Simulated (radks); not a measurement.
Spherical quantum dot in the effective-mass picture: electrons in a well V = -V0 / (1 + exp((r - R)/a)) with V0 = 5.54, R = 9.59, a = 1, with a point charge +2 (a donor) at the centre, all in effective atomic units (hartree* = m*/eps^2 hartree, bohr* = eps/m* bohr), one dielectric constant everywhere. Calculated with a radial shooting solver with Libxc functionals: non-relativistic Kohn-Sham, PBEsol, spin-polarised, spherical densities. Levels are named by radial order and angular momentum (1s, 1p, 1d, 2s, ...), and open shells are averaged over m. Each electron was tried in the lowest free levels, single moves between levels near the top were tried too, and the lowest total energy was kept; such a search can miss a lower state. Give the order in which the levels fill up to N = 30, the shell closures and the spin along the way.

Answer. Shells are first occupied in the order 1s, 2s, 1p, 1d, 1f. Open shells at each N (closed shells left out): 1: 1s(up 1, down 0); 2: none; 3: 2s(up 1, down 0); 4: none; 5: 1p(up 1, down 0); 6: 1p(up 3, down 0) 2s(up 1, down 0); 7: 1p(up 3, down 0); 8: 1p(up 3, down 1); 9: 1p(up 3, down 2); 10: none; 11: 1d(up 1, down 0); 12: 1d(up 2, down 0); 13: 1d(up 3, down 0); 14: 1d(up 4, down 0); 15: 1d(up 5, down 0); 16: 1d(up 5, down 1); 17: 1d(up 5, down 2); 18: 1d(up 5, down 3); 19: 1d(up 5, down 4); 20: none; 21: 1f(up 1, down 0); 22: 1f(up 2, down 0); 23: 1f(up 3, down 0); 24: 1f(up 4, down 0); 25: 1f(up 5, down 0); 26: 1f(up 6, down 0); 27: 1f(up 7, down 0); 28: 1f(up 7, down 1); 29: 1f(up 7, down 2); 30: 1f(up 7, down 3). All shells are closed at N = 2, 4, 10, 20 (there: 1s2 1p6 1d10 2s2). Largest 2S: 7, at N = 27.
